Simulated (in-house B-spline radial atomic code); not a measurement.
# TDHF excitations of Fe IX (Fe8+)

Method: TDHF. Computed with a B-spline radial code for spherical atoms: linear response of the closed shell [Ne] 3s2 3p6 with bare exchange (time-dependent Hartree-Fock); scalar-relativistic (spin-free one-electron X2C), finite nucleus, no spin-orbit coupling, no double excitations, S, P, D and F terms only. Only terms of natural parity with L up to 3 were computed.

Command:
```bash
python run_td.py task.json out
```
Settings (radii: box in bohr, nucleus in fm):
```
Z                        26
electrons                18
configuration            [Ne] 3s2 3p6
hamiltonian              x2c
method                   hf
box_radius               11.59
rms_radius               3.7377
intervals                70
```

Time taken, with all properties: 0.8 s on 1 thread of Arm Neoverse N1, with other jobs on the host.

The lowest states, in the order of their Tamm-Dancoff energies; the method's threshold (minus the highest occupied level) is 234.22 eV. Labels give the largest channel, * marks a mixed state, and oscillator strengths are full-response dipole values. Energies in eV:

```csv
state,full response,Tamm-Dancoff,oscillator strength
3p → 3d 3P,50.17,50.39,-
3p → 3d 3F,51.66,52.37,-
3p → 3d 1F,?,?,-
3p → 3d 1P,71.95,75.01,2.89
3s → 3d 3D,96.69,96.79,-
3s → 3d 1D,103.17,103.32,-
3p → 4s 3P,118.09,118.13,-
3p → 4s 1P,119.55,119.59,0.365
3p → 4p 3S,127.52,127.58,-
3p → 4p 3D,?,?,-
```

**Question.** Where does 3p → 4p 3D lie?

**Answer.** At 130.21 eV in full response, 130.24 eV in Tamm-Dancoff.

**Question.** Where does 3p → 3d 1F lie?

**Answer.** At 56.93 eV in full response, 57.05 eV in Tamm-Dancoff.

**Question.** How large is the singlet-triplet splitting of 3p → 3d (F terms) in Tamm-Dancoff?

**Answer.** 4.68 eV, from the unrounded values.

**Question.** What polarisabilities and dispersion coefficient does the method give?

**Answer.** Dipole 0.4953 bohr³, quadrupole 0.2996 bohr⁵, C6 0.5694 hartree·bohr⁶ for two such species.
